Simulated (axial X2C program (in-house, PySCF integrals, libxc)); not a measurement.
**NaRh: cheaper levels and CCSD(T), 2c**

Computed with an in-house all-electron X2C program for linear molecules (integrals from PySCF). Two-component (2c) means X2C with spin–orbit coupling and atomic mean-field two-electron Coulomb and Gaunt terms. Basis: Rh dyall-cv3z [12s12p8d5f3g], Na dyall-cv3z [9s8p5d2f] (cores contracted in-house); Gaussian nuclei, density fitting, unrestricted open shells. Masses: Rh 102.906 u, Na 22.990 u.

State: Ω = 3 (⟨Sz⟩ = 0.98, ⟨Lz⟩ = 2.02 at HF); fragments Rh + Na.

```csv
level,Re (Å),ωe (cm⁻¹)
PBE0,2.735,199.3
CCSD,2.759,207.8
r2SCAN,2.706,206.8
```

Correlated methods: 10 electrons correlated (number of frozen shells: Rh 4 s, 3 p, 1 d; Na 2 s, 1 p), 302 virtual spin orbitals or spinors in MP2, 90 natural virtuals in coupled cluster.

CCSD(T), same Hamiltonian and basis:

Re = 2.743 Å, ωe = 214.5 cm⁻¹; T1 = 0.066 (Lee–Taylor normalisation).

(1) Give the differences from CCSD(T) in the columns below.

One determinant describes the state; a PBE0 search over occupations chose it and may have missed a lower one. De is not given where an atomic determinant may have missed its ground term or J level, or where the truncated virtual space spoils (T). Density functionals use the spin component along the axis (collinear). CCSD and (T) use frozen natural virtuals with an MP2 correction for the truncation; (T) itself is uncorrected, so its De runs slightly low. Other states lie close and PBE0, whose exact exchange favours high spin, may order them wrongly; the determinant shown need not be the ground state. The nearest other 2c determinant of the search, Ω = 4, lies 0.19 eV up at the distance of the search. Without a current term, density functionals place determinants with orbital angular momentum somewhat too high. With several unpaired electrons one determinant need not be a pure state. The determinant is spin-polarised beyond a pure state at some levels (its spin-free form has ⟨S²⟩ too high), which makes Re and μ there less reliable. The T1 diagnostic is large, a sign of multireference character. With the outer-core shells frozen, correlated bond lengths of heavy atoms tend to come out a few hundredths of an ångström too long.

Results:

(1) 

| level | ΔRe (Å) | Δωe (cm⁻¹) |
| --- | --- | --- |
| PBE0 | -0.008 | -15.2 |
| CCSD | 0.016 | -6.7 |
| r2SCAN | -0.037 | -7.7 |
